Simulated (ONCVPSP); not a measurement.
How hard is this Si ONCV potential?

```
Element                 : Si
Generator               : ONCVPSP 4.0.1
Type                    : optimised norm-conserving Vanderbilt (ONCV)
Functional              : PBE
Relativity              : scalar-relativistic
Frozen core             : [He]
Valence charge          : 12
Reference configuration : 2s2 2p6 3s2 3p2
Partial waves           : 2s+3s: rc 0.90 bohr, ncon 4, nbas 8, qcut 13.3 1/bohr, 3 projectors, debl 1.6 Ha; 2p+3p: rc 1.00 bohr, ncon 4, nbas 9, qcut 13.5 1/bohr, 2 projectors
Local potential         : polynomial inside 0.85 bohr (lpopt 5, dvloc0 2 Ha)
Core correction         : polynomial model core, fcfact 0.5
```

For each optimised wave give the share of its norm inside rc, the residual kinetic energy above qcut (Ha) and the cutoffs (Ha) for errors of 10, 1, 0.1 and 0.01 mHa per electron.

```
         wave  norm inside rc  residual KE  10 mHa  1 mHa  0.1 mHa  0.01 mHa
           2s           0.905      1.5e-06    22.6   50.5     67.9      79.4
           3s           0.039      2.1e-06    17.1   26.2     60.9      77.8
s projector 3           0.033      2.6e-06    17.6   27.8     63.5      80.0
           2p           0.935      2.0e-05    64.3   75.7     84.7     135.0
           3p           0.028      9.0e-06    50.6   67.5     80.2      90.8
```

The occupied waves need 76 Ha and 85 Ha for 1 and 0.1 mHa. Its largest configuration-test error is -473 meV.
